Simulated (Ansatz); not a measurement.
`[Cl][SnH]([Cl])[Cl]` + `[SiH3][SbH][SiH3]` → `[Cl][SnH2][Cl]` + `[SiH3][Sb]([SiH3])[Cl]`  (redistribution)

Program: Ansatz. Geometries: PBE0-D4/def2-TZVP. ΔE: electronic, gas phase. CCSD(T)/CBS is the MP2 limit (def2-TZVPP, def2-QZVPP) plus CCSD(T) − MP2 in def2-TZVPP, frozen cores. Functionals use def2-TZVPP. Elements past krypton have def2 core potentials. For Sb, Sn outer-core shells are correlated without core-valence functions, which leaves a few kJ/mol of doubt a bond.

CCSD(T)/CBS gives +6.6 kcal/mol.

Problem. Another level gave +7.1 kcal/mol. Which?
A. CAM-B3LYP/def2-TZVPP
B. BLYP-D4/def2-TZVPP
C. MP2/def2-TZVPP
D. r2SCAN0-D4/def2-TZVPP

Solution. D. r2SCAN0-D4 7.1, CAM-B3LYP 5.9, MP2/def2-TZVPP 8.2, BLYP-D4 4.3 kcal/mol.

Largest T1 diagnostic among the species: 0.013.

From BLYP to BHLYP (50 % exact exchange), in def2-TZVPP and without D4, ΔE moves by +1.3 kcal/mol. At CCSD(T), def2-SVP lies +3.5 kcal/mol from the extrapolated value and def2-TZVPP +1.1 kcal/mol. In def2-TZVPP, CCSD(T) changes the Hartree–Fock value by +0.9 kcal/mol (the triples alone add +0.1 kcal/mol) and MP2 by +1.3 kcal/mol.
